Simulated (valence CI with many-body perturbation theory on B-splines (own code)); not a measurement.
**Ba5+: what the settings do**

Calculated by relativistic CI+MBPT: five valence electrons over a frozen Dirac-Fock core [Kr] 4d10, radial functions for each j: 6 s, 6 p, 5 d, 3 f, 1 g, with the one-electron correlation potential Σ1, the two-electron term Σ2, the three-electron term Σ3, Breit, model QED; selected CI, second order for the rest, scaled by the run's own slope (own B-spline code, finite nucleus).

Against 10 measured levels this calculation errs by 221 cm⁻¹ on average and by 380 at most. These come from a selection out of Sansonetti and Curry, J. Phys. Chem. Ref. Data 39, 043103 (2010). Levels without a partner in it may be off by more, other configurations by several thousand cm⁻¹. Among the levels kept, up to 770 cm⁻¹ of a level comes from second order outside the variational space, and about a tenth of that is noise between levels of different J, which matters for small intervals.

The reference run has the lowest level 5s²5p³ ⁴S°_3/2 and an ionisation energy of 72.2629 eV. Its largest variational space holds 10000 state functions.

Names give the largest LS component (configuration and term), which can be under half, so a name can repeat, a term be missing and a line seem to break the LS rules; names also repeat where a configuration has a term twice. Letters in brackets count levels of one name in rising energy.

Changed runs:
A. hole-hole ladder in Σ2 on → off
B. QED terms on → off
C. Breit term on → off; QED terms on → off
D. correlating orbitals by l 3 3 3 2 1 → 0 0 0 0 0 (bad on purpose)

Excitation energies of the reference run in cm⁻¹, and shifts in cm⁻¹:

```csv
Level,Reference,A,B,C,D
5s²5p³ ²D°_3/2,17404,+7.3,-16,+111,+661
5s²5p³ ²D°_5/2,23730,+9.3,-24,+168,+829
5s²5p³ ²P°_1/2,36484,+16,-20,+164,+1377
5s²5p³ ²P°_3/2,49833,+9.3,-51,+369,+1131
5s5p⁴ ⁴P_5/2,128075,-41,+371,+406,-379
5s5p⁴ ⁴P_3/2,139540,-43,+346,+515,-378
5s5p⁴ ⁴P_1/2,142511,-42,+348,+522,-245
4f5s²5p² ⁴G°_5/2,149291,-62,+115,+851,+516
4f5s²5p² ⁴G°_7/2 [a],152472,-61,+108,+963,+603
5s5p⁴ ²D_3/2,158095,-22,+300,+484,+668
4f5s²5p² ⁴G°_7/2 [b],161546,-66,+88,+1038,+378
4f5s²5p² ²D°_5/2,162174,-63,+89,+1025,+549
Ionisation energy (eV),72.2629,-0.0063,-0.0021,+0.0153,-0.0496
```
